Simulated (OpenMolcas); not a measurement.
# Kr⁴⁺: the spin-orbit constant, Slater's ratio, worked from levels

```json
{
 "Program": "OpenMolcas 26.06",
 "Basis": "ANO-RCC-VTZP [6s5p3d1f]",
 "Scalar Hamiltonian": "DKH2, point nucleus",
 "Active space": "4 electrons in 4 orbitals (4s 4p)",
 "State averaging": "2S+1 = 3 even, 6 roots; 2S+1 = 1 even, 11 roots; 2S+1 = 5 odd, 1 root; 2S+1 = 3 odd, 9 roots; 2S+1 = 1 odd, 8 roots",
 "Spin-orbit coupling": "RASSI with atomic mean-field integrals over the reference wave functions, term energies averaged over their components"
}
```

Methods: CASSCF; MS-CASPT2, IPEA 0.25 Eh, imaginary shift 0.1 Eh (closed shells correlated: 3d). Measured levels: Saloman, J. Phys. Chem. Ref. Data 36, 215 (2007).

**The spin-orbit constant.** For the Hund term 3P of p2, E(J) = (A/2) J(J+1) + constant and ζ = 2S·A = 2A. From J = 0 to J = 2 the energy changes by 3 A.

| Source | E(2) - E(0) | A | ζ |
| --- | --- | --- | --- |
| CASSCF | 7129.6 | 2376.5 | 4753 |
| MS-CASPT2 | 6953.2 | 2317.7 | 4635 |
| measured | 7595.3 | 2531.8 | 5064 |

All in cm-1. MS-CASPT2 is off by -8.5 % and CASSCF by -6.1 %. Both methods take the spin-orbit matrix elements from the reference wave functions, so the second can move ζ only through the term energies and any multistate remixing. Second-order mixing with other terms is absorbed into this ζ.

**Slater's ratio.** With one set of orbitals, p2 has 1D - 3P = 6 F2 and 1S - 1D = 9 F2 (F2 = F²/25), a ratio of 3/2. Term energies are centres of gravity, weighted by 2J + 1.

```csv
Source,1D - 3P,1S - 3P,F2 from the first,Ratio
CASSCF,16958,32657,2826,0.926
MS-CASPT2,14243,33307,2374,1.338
measured,14256,33737,2376,1.367
```

Energies in cm-1. A ratio away from 3/2 shows effects beyond one configuration with one set of orbitals, and in heavier atoms second-order spin-orbit shifts. In CASSCF the valence s occupation is 1.93 in 1S against 1.98 in 1D: mixing out of s² acts most on 1S and pulls it down.

Over all roots computed the reference weight is 0.87 to 0.99 in MS-CASPT2; the roots of lowest weight are the least certain, and an intruder state may touch them. Measured partners are found by configuration, term and J. A level has none where our copy of the source lacks it or the pairing is in doubt (some pairs that miss far off the trend of their configuration count as doubtful), and it then counts in no deviation. Only configurations of the active space appear.
